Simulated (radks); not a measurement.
Numerical settings for neutral lanthanum, [Xe] 5d1 6s2. Calculated with a radial shooting solver on a logarithmic mesh with Libxc functionals: scalar-relativistic Kohn-Sham, SCAN, spin-polarised, spherical densities, finite nucleus; open shells are filled with parallel spins first (spin-orbit coupling, left out, can overturn this in heavy ions); meta-GGA in the generalised Kohn-Sham scheme; Fermi nuclear charge, rms radius 4.855 fm. The defaults (mesh step 0.008 in ln r, mesh end at 40 bohr or more with all orbitals vanishing there, Anderson mixing 0.5 over 9 steps, residual threshold near 1e-9 with the energy settled to 1e-9 hartree or 1e-11 of itself, here a cap of 77 iterations) give E = -8494.467 hartree and 5d at -3.411 eV in 25 iterations. Run on one thread of a shared host, so times are rough (Arm Neoverse N1): 0.54 s of CPU time, 0.54 s wall, 25 iterations on 2440 mesh points. Changes against that run (0 stands for a change within the tolerance of the run):

setting	iterations	converged	E (mhartree)	e(5d) (meV)	CPU (s)
mesh step in ln r 0.02	23	yes	+47.8	-1.1	0.23
mesh step in ln r 0.005	45	yes	-0.578	+0.548	1.3
mesh step in ln r 0.08	4	no	diverged	-	0.06
mesh end (bohr) 8	16	no	diverged	-	0.59
mesh end (bohr) 400	25	yes	+0.045	+0.154	0.54
residual threshold 1e-05	21	yes	0	+0.0231	0.47
residual threshold 0.001	17	yes	-0.00299	-0.00571	0.4
mixing 0.2	42	yes	-0.0155	+5.44	0.85
linear mixing, mixing 0.2	77	no	0	+0.0858	1.4
linear mixing, mixing 0.5	77	no	-0.0233	+6.57	1.4
mixing history 2	77	no	+0.0156	+0.372	1.4
iteration cap 3	3	no	+81.4	-57.5	0.1

Settings that end as converged yet miss the energy by more than 1 mhartree: mesh step in ln r 0.02 (+0.0478 hartree). A mesh that ends early acts as a hard wall.
